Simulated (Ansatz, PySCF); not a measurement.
Cl2FHOSn. Atoms are numbered in the order given.

```xyz
6

O      1.4394     1.5686     0.0000
Sn     0.0014     0.2267     0.0000
F     -1.6539     1.2243     0.0000
Cl     0.0659    -1.0989     1.9123
Cl     0.0659    -1.0989    -1.9123
H      1.0591     2.4620     0.0000
```

The structure is a stationary point at B3LYP-D3(BJ)/def2-SVP. The def2 effective core potentials stand for the cores of Sn; spin–orbit coupling is left out. One conformer was computed; it need not be the lowest.

Vertical ionisation energy (IE) and electron affinity (EA) in eV. Rows of orbital energies are one-electron estimates. Where ΔSCF, EOM or ADC give a negative EA the extra electron is unbound and the value depends on the basis.

```
level                                                                   IE    EA
-------------------------------------------------------------------  -----  ----
−ε(HOMO), −ε(LUMO), B3LYP/def2-TZVP (PySCF)                           9.47  3.61
−ε(HOMO), −ε(LUMO), PBE/def2-TZVP (PySCF)                              ___   ___
ΔSCF, PBE0/def2-SVPD (Ansatz), final states of multiplicity 2 and 2  11.87  1.68
ΔSCF, PBE/def2-SVPD (Ansatz), final states of multiplicity 2 and 2   11.19  1.75
```

### Question
Fill in the missing entries. (The exact figures need the calculation; the answer reports its results.)

### Answer

- −ε(HOMO), −ε(LUMO), PBE/def2-TZVP (PySCF), IE: 8.11
- −ε(HOMO), −ε(LUMO), PBE/def2-TZVP (PySCF), EA: 4.19

### Question
What vertical singlet–triplet gap does ΔSCF give with PBE0/def2-SVPD (Ansatz, a quantum-chemistry and plane-wave program) and with PBE/def2-SVPD (Ansatz)? (Estimate from the structure and the level; the computed values follow.)

### Answer
4.66 and 3.98 eV (triplet above singlet where positive).
